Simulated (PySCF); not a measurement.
**r2SCAN on Pd (palladium, neutral)**

Configuration: [Kr] 4d10, closed-shell 1S. Computed with PySCF 2.14 in x2c-SVPall (6s5p5d1f, 53 functions), with scalar relativity by spin-free X2C-1e.

```
Total energy                        : -5044.80 hartree
One-electron energy                 : -6960.06 hartree
Hartree (Coulomb) energy            : 2060.63 hartree
Exchange-correlation energy         : -145.36 hartree
⟨S²⟩                                : 0.0000
⟨L²⟩                                : 0.000
Sum of ⟨r⟩                          : 31.60 bohr
Sum of ⟨r²⟩                         : 44.19 bohr²
Langevin diamagnetic susceptibility : -35.0 ×10⁻⁶ cm³/mol
Time after the integrals            : 3.4 s of wall time on 1 thread of Neoverse-N1 (shared host)
```

| shell | electrons | mean orbital energy (hartree) | rms radius, mean of both spins (bohr) |
| --- | --- | --- | --- |
| 1s | 2 | -888.35330 | 0.0366 |
| 2s | 2 | -130.23023 | 0.150 |
| 2p | 6 | -116.75321 | 0.133 |
| 3s | 2 | -23.69400 | 0.404 |
| 3p | 6 | -19.21050 | 0.408 |
| 3d | 10 | -12.08246 | 0.391 |
| 4s | 2 | -3.21122 | 1.01 |
| 4p | 6 | -1.93012 | 1.12 |
| 4d | 10 | -0.14704 | 1.78 |

Densities and radii are taken from the X2C orbitals without a picture-change correction, which distorts them close to the nucleus.
